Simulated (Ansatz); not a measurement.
Species: C5H7Si (charge -1, singlet). It need not be the lowest isomer of its formula. Whether it binds its extra electron was not tested at this geometry. 
Geometry from a B3LYP-D3(BJ)/def2-TZVP (Ansatz, a first-principles code) optimisation:
```xyz
13

Si     2.0554     0.0199    -0.0938
C      0.2284     0.0160    -0.0032
C     -0.4248     1.0384     0.6596
C     -1.9072     0.6647     0.5078
C     -1.9724    -0.6236    -0.2809
C     -0.7059    -0.9796    -0.5662
H      2.7620    -0.0531     1.2234
H      2.6589     1.2084    -0.7732
H      2.6010    -1.1562    -0.8633
H     -2.3698     0.5706     1.5007
H     -2.4485     1.4846     0.0144
H     -2.8706    -1.1612    -0.5647
H     -0.4179    -1.8663    -1.1267
```
Charge -1, spin multiplicity 1.

Basis-set convergence of Hartree-Fock and CCSD(T) correlation energies (hartree) with Ansatz. Correlated levels leave the core frozen unless marked. Spin-orbit coupling is left out. No relativistic terms.

The Hartree-Fock reference is unstable (checked in the largest basis), which strains HF and MP2. 

```
basis            functions       E(HF)  E(corr, CCSD(T))
---------------  ---------  ----------  ----------------
aug-cc-pV(D+d)Z        210  -482.27179          -0.90066
aug-cc-pV(T+d)Z        446           …                 …
```

Question: Complete the blanks.

Answer: 
- aug-cc-pV(T+d)Z, E(HF): -482.32471
- aug-cc-pV(T+d)Z, E(corr, CCSD(T)): -1.04969
